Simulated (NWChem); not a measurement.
# ScF2 cation; SMILES [Sc+]([F])[F]

All runs: NWChem. Pople sets run with spherical d functions. This spin state was assumed; another may lie lower. B3LYP is NWChem's, with the RPA form of VWN correlation. Each level has its own optimisation; frequencies are unscaled.

| level | r F–Sc (Å) | highest harmonic frequency (cm⁻¹) | lowest (cm⁻¹) | zero-point energy (kcal/mol) |
|---|---|---|---|---|
| B3LYP/6-31G* | 1.749 | 858 | 180 | 2.7 |
| Hartree-Fock/3-21G | 1.748 | ___ | ___ | 2.9 |
| PBE0/def2-SVP | 1.748 | 859 | 180 | 2.7 |

**Question.** Some entries are withheld; supply them.

**Answer.** 
- Hartree-Fock/3-21G, highest harmonic frequency (cm⁻¹): 952
- Hartree-Fock/3-21G, lowest (cm⁻¹): 162
